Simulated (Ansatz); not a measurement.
Input file for Ansatz (an electronic-structure program): R-B3LYP-D3(BJ)/def2-TZVP on CH4 (SMILES C).

Ansatz 0.2 input:
```yaml
crystal:
  periodic: [false, false, false]
  atoms:
    - {symbol: C, position_ang: [0.00000000, -0.00000000, -0.00000000]}
    - {symbol: H, position_ang: [-0.71340000, -0.28480000, -0.77640000]}
    - {symbol: H, position_ang: [0.11620000, 1.08600000, 0.00700000]}
    - {symbol: H, position_ang: [-0.36840000, -0.33300000, 0.97280000]}
    - {symbol: H, position_ang: [0.96560000, -0.46820000, -0.20340000]}
basis:
  gaussian:
    orbitals: def2-TZVP
hamiltonian:
  xc: b3lyp
  dispersion: d3bj
relax: {f_tol: 0.004, max_steps: 120}
scf: {lower_state_search: off}
```

It printed:

```
WARN ansatz: RAYON_NUM_THREADS=4 ignored (pool sized by the plan → 4); use --threads N
Functional definition: B3LYP
these checks for a lower state are left out or cut short: stability, starts, cluster_reference, orbital_swaps, neighbouring_geometries, increment
integrals: 0.01 GiB planned
356 factors; their error is unknown
mean field: 0.10 GiB planned
mean field evaluation 1: about -1097.5825 eV, gradient 5.0e1 eV
mean field evaluation 2: about -1095.4774 eV, gradient 5.4e1 eV
mean field evaluation 4: about -1103.0913 eV, gradient 6.8e-2 eV
mean field evaluation 8: about -1103.0815 eV, gradient 7.8e-4 eV
mean field -1103.08152480 eV, -40.5374983411 hartree, gradient 8.9e-7 eV, S^2 0.000000; 0 other end points of the search recorded, 0 dependent functions left out
the calculation of the forces begins
reference -1103.08170488 eV, -40.5375049587 hartree; 5, 5 occupied and 50, 50 virtual orbitals, 356 factors
relax step   1: F+E_penalty+E_count = -1103.13358763 eV  Δ(F+E_penalty+E_count) = +0.000e0 eV  max|allowed force component| = 1.010e-1 eV/Å  Δτ_max = 0.0000 Å  (13 SCF iters, accepted)
these checks for a lower state are left out or cut short: stability, starts, cluster_reference, orbital_swaps, neighbouring_geometries, increment
integrals: 0.01 GiB planned
356 factors; their error is unknown
mean field: 0.10 GiB planned
mean field evaluation 16: about -1103.0916 eV, gradient 3.2e-1 eV
mean field -1103.08208346 eV, -40.5375188714 hartree, gradient 1.8e-6 eV, S^2 0.000000; 0 other end points of the search recorded, 0 dependent functions left out
the calculation of the forces begins
reference -1103.08226335 eV, -40.5375254822 hartree; 5, 5 occupied and 50, 50 virtual orbitals, 356 factors
relax step   2: F+E_penalty+E_count = -1103.13415107 eV  Δ(F+E_penalty+E_count) = -5.634e-4 eV  max|allowed force component| = 2.775e-2 eV/Å  Δτ_max = 0.0022 Å  (16 SCF iters, accepted)
these checks for a lower state are left out or cut short: stability, starts, cluster_reference, orbital_swaps, neighbouring_geometries, increment
integrals: 0.01 GiB planned
356 factors; their error is unknown
mean field: 0.10 GiB planned
mean field -1103.08212724 eV, -40.5375204800 hartree, gradient 1.8e-6 eV, S^2 0.000000; 0 other end points of the search recorded, 0 dependent functions left out
the calculation of the forces begins
reference -1103.08230706 eV, -40.5375270883 hartree; 5, 5 occupied and 50, 50 virtual orbitals, 356 factors
relax step   3: F+E_penalty+E_count = -1103.13419665 eV  Δ(F+E_penalty+E_count) = -4.559e-5 eV  max|allowed force component| = 1.347e-4 eV/Å  Δτ_max = 0.0008 Å  (16 SCF iters, accepted)
Total energy: -1103.13437647 eV, -40.5394406041 hartree
Atom 0 at    -0.000001    -0.000000    -0.000001 Å, force     0.000030     0.000007     0.000025 eV/Å
Atom 1 at    -0.711470    -0.284022    -0.774288 Å, force    -0.000095    -0.000038    -0.000103 eV/Å
Atom 2 at     0.115898     1.083004     0.006981 Å, force     0.000006     0.000135    -0.000005 eV/Å
Atom 3 at    -0.367368    -0.332089     0.970122 Å, force    -0.000054    -0.000042     0.000116 eV/Å
Atom 4 at     0.962942    -0.466893    -0.202813 Å, force     0.000113    -0.000061    -0.000033 eV/Å
Dipole moment:     0.000000     0.000000     0.000000 e Å
Checks for a lower state left out: stability, starts, cluster_reference, orbital_swaps, neighbouring_geometries, increment
```

Self-consistency was reached.

Cost: roughly 1.9 core-seconds.
